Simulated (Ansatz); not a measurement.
CH$_{4}$FO$_{3}$V (`C[O][V](=[O])([OH])[F]`). The species carries charge 0 and has multiplicity 1. Geometry: relaxed with PBE0-D4/def2-TZVP. It is one conformer, not always the lowest.

```xyz
10

C    -0.070   -1.145   -1.354
O     0.279   -0.767   -0.048
V    -0.176    0.519    1.018
O    -1.162    1.442    0.246
O     1.250    1.444    1.474
F    -0.960   -0.129    2.427
H     0.833   -1.171   -1.970
H    -0.786   -0.441   -1.787
H    -0.512   -2.144   -1.329
H     1.304    2.392    1.324
```

(1) What is the dipole moment at r2SCAN/def2-TZVPP? (Estimate.)

(2) And with PBE, B3LYP, ωB97M-V? (Best estimate.)

(3) Give the Mulliken charges with r2SCAN, PBE, ωB97M-V in def2-TZVPP. (Best estimate.)

Answers

(1) Computed: 2.69 D, with components (1.12, 0.17, -2.44) D in this frame, pointing from negative to positive charge.

(2) The calculation gave: PBE 2.63 D, B3LYP 2.73 D, ωB97M-V 2.66 D.

(3) Computed: 
| atom | r2SCAN | PBE | ωB97M-V |
| --- | --- | --- | --- |
| C1 | 0.02 | -0.12 | -0.16 |
| O2 | -0.43 | -0.36 | -0.41 |
| V3 | 1.23 | 1.07 | 1.18 |
| O4 | -0.45 | -0.41 | -0.42 |
| O5 | -0.46 | -0.41 | -0.42 |
| F6 | -0.37 | -0.33 | -0.36 |
| H7 | 0.07 | 0.11 | 0.13 |
| H8 | 0.07 | 0.11 | 0.12 |
| H9 | 0.08 | 0.12 | 0.13 |
| H10 | 0.23 | 0.21 | 0.20 |

B3LYP here is the variant with VWN-RPA as its local correlation; programs differ in this.
